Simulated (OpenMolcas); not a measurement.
Fe2+ (d6) among equal point charges was computed by CASSCF with the d shell active (OpenMolcas, ANO-RCC-VDZP on the metal). Its lowest spin-free states, and all those of the highest spin:

```
2S+1  Degeneracy  E (cm-1)
   5           2       0.0
   5           3      1689
   3           3     20998
   3           2     21793
   3           3     22621
   3           3     22910
   3           3     24616
   3           1     25293
   3           3     25649
   3           3     27149
   3           1     27315
   3           2     27842
```

Q: Is the site octahedral, tetrahedral or cube-like, axial, or of lower symmetry?

A: The states with 2S+1 = 5 have orbital degeneracies 2, 3. Threefold states need a cubic site. For d6 at this spin an octahedron puts the threefold T2 below the twofold E and a tetrahedron or cube puts the twofold E below the threefold T2, so the site is a tetrahedron or a cube, which this pattern cannot tell apart. The first gap at this spin, 1690 cm-1, is |10Dq| in ligand-field theory. The run had Fe2+ among 4 point charges of -2.4 e arranged as a tetrahedron (Td), 1.89 Å from the ion.

An orbital doublet at a regular site is open to a Jahn-Teller distortion, which this geometry leaves out. Without dynamic correlation the repulsion within the d shell is too large (B by tens of per cent), so at a given field states of lower spin stand too high. The ground term spreads over less than 5000 cm-1, several times less than with real ligands, so orbital moments are less quenched and χT lies further from the spin-only value than at real sites. Point charges carry no covalency, so the field is a model and not that of real ligands. No measured value stands beside these numbers.
